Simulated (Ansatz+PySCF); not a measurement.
The numbers below are computed, except where a source is named.
## Several solutions for singlet CuH in separate pieces

```csv
atom,x (Å),y (Å),z (Å)
Cu,0.0000,0.0000,-0.1476
H,0.0000,0.0000,4.2808
```

Basis set: STO-3G (spherical functions). Charge 0, multiplicity 1.

RHF was run from several starts with Ansatz (development build ahead of 0.2.0) and PySCF 2.14.0.

| run | program | start | converged | energy (hartree) | <S²> |
| --- | --- | --- | --- | --- | --- |
| A | PySCF | guess 1e, instabilities followed | yes | -1620.54060 | 0.00 |
| B | PySCF | guess huckel, instabilities followed | yes | -1620.54060 | 0.00 |
| C | PySCF | guess minao, instabilities followed | yes | -1620.54060 | 0.00 |
| D | PySCF | guess atom, instabilities followed | yes | -1620.54060 | 0.00 |
| E | Ansatz | atomic start, no search | yes | -1620.51865 | 0.00 |
| F | PySCF | program defaults | no | – | – |
| G | Ansatz | stability test followed | yes | -1620.54059 | 0.00 |
| H | Ansatz | search for the lowest state | yes | -1620.54059 | 0.00 |

(1) Which runs reached the lowest solution of this kind, and what is wrong with the others?

Results:

(1) A, B, C, D, G, H reached the lowest solution found. Converged but too high: E by 0.60 eV. Convergence only shows a stationary point, and even a stable one can lie too high; stability tests and further starts are what find lower ones. Not converged: F. Caution: an unrestricted determinant lies well below (10.26 eV lower).
